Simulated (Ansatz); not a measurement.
Cost and result up the ladder for the cluster ZnO₂H₂ (the lowest singlet isomer of a short search) (5 atoms). Total charge 0; singlet. Geometry: PBE-D4/def2-TZVP.

```xyz
5

Zn    0.157   -0.049   -0.072
O    -0.517   -1.546   -0.759
O     1.006    1.391    0.539
H    -1.393   -1.408   -1.157
H     0.747    1.612    1.449
```

Ansatz on 4 threads of Arm Neoverse V1 on a shared host. Times are rough, and most runs start from the orbitals of an earlier one. r2SCAN0-D4/def2-TZVP serves as the yardstick here, not as an exact answer. Differences are given only for rows in sets of like size (and for xTB, whose basis is part of the method), since another set adds its own error. Binding counts from free atoms at the same level (Zn singlet, O triplet, H doublet; other spins of the atoms weren't run), without zero-point energy or a counterpoise term.

The 6-31G sets use Cartesian d functions. B3LYP takes the VWN-RPA correlation. Correlated methods freeze 11 core orbitals. The structure comes from a short search, and lower isomers may exist.

Correlated methods converge slowly with the basis.

| level | functions | wall time |
| --- | --- | --- |
| HF/6-31G | 51 | 0.31 s |
| PBE0-D4/def2-SVP | 69 | 0.8 s |
| B3LYP-D4/6-31G | 51 | 0.81 s |
| PBE-D4/def2-TZVP | 122 | 0.91 s |
| revPBE-D4/def2-TZVP | 122 | 0.96 s |
| BLYP-D4/def2-TZVP | 122 | 1.1 s |
| PBE-D4/def2-TZVPD | 149 | 1.3 s |
| r2SCAN-D4/def2-TZVP | 122 | 1.9 s |
| r2SCANh-D4/def2-TZVP | 122 | 2 s |
| PBE0-D4/def2-TZVPD | 149 | 2 s |
| r2SCAN0-D4/def2-TZVP | 122 | 2.1 s |
| r2SCAN-D4/def2-TZVPD | 149 | 2.2 s |
| CCSD(T)/def2-TZVPD | 149 | 18 s |
| CCSD(T)/def2-TZVPP | 154 | 19 s |

Problem. Estimate what each level gives for the binding energy per atom (eV).

Solution. 
| level | binding energy per atom (eV) | difference from r2SCAN0-D4/def2-TZVP (eV) |
| --- | --- | --- |
| HF/6-31G | 1.71 | – |
| PBE0-D4/def2-SVP | 2.99 | – |
| B3LYP-D4/6-31G | 2.97 | – |
| PBE-D4/def2-TZVP | 3.16 | 0.18 |
| revPBE-D4/def2-TZVP | 3.03 | 0.05 |
| BLYP-D4/def2-TZVP | 3.07 | 0.09 |
| PBE-D4/def2-TZVPD | 3.17 | 0.19 |
| r2SCAN-D4/def2-TZVP | 3.11 | 0.13 |
| r2SCANh-D4/def2-TZVP | 3.05 | 0.08 |
| PBE0-D4/def2-TZVPD | 3.03 | 0.06 |
| r2SCAN0-D4/def2-TZVP | 2.98 | 0.00 |
| r2SCAN-D4/def2-TZVPD | 3.12 | 0.15 |
| CCSD(T)/def2-TZVPD | 3.01 | 0.03 |
| CCSD(T)/def2-TZVPP | 3.02 | 0.04 |
